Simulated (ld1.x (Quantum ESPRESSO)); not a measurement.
# Pseudopotential generation for K (Z = 19): TM semilocal, PBE, scalar-relativistic.

- Element: K
- Generator: ld1.x (Quantum ESPRESSO) 7.5
- Type: norm-conserving Troullier–Martins (semilocal form)
- Functional: PBE
- Relativity: scalar-relativistic
- Frozen core: [Ar]
- Valence charge: 1
- Reference configuration: 4s0.5 4p0.5
- Partial waves: 4s (bound): rc 3.95 bohr; 4p (bound): rc 4.20 bohr; 3d channel at 0.15 Ry: rc 3.65 bohr
- Local potential: the d channel
- Core correction: Bessel-smoothed model core, default radius (core density twice the valence density)

All-electron outer shells of the reference configuration (PBE, scalar-relativistic, ld1.x):

| shell | level (eV) | outermost node (bohr) | outermost maximum (bohr) |
| --- | --- | --- | --- |
| 3p | -19.56 | 0.45 | 1.15 |
| 4s | -2.67 | 1.58 | 4.08 |
| 4p | -1.12 | 1.87 | 5.79 |

Task: Does the generator finish with these settings?

Result: Yes, a potential is produced and its reference levels are reproduced.

Task: Estimate the cutoffs (Ry, on a coarse ladder) from which the occupation-weighted sum of valence levels, in a spherical-Bessel basis at the reference potential, stays within 10 and 1 mRy of its value at 400 Ry.

Result: 6 Ry and 6 Ry.

Task: Tests: 4s1 4p0; 4s0.5 4p0; 4s0 4p1. Which has the largest error in its energy relative to the reference configuration, and how large is it?

Result: 4s0 4p1, with -0.8 meV (all-electron minus pseudo) on +0.79 eV.
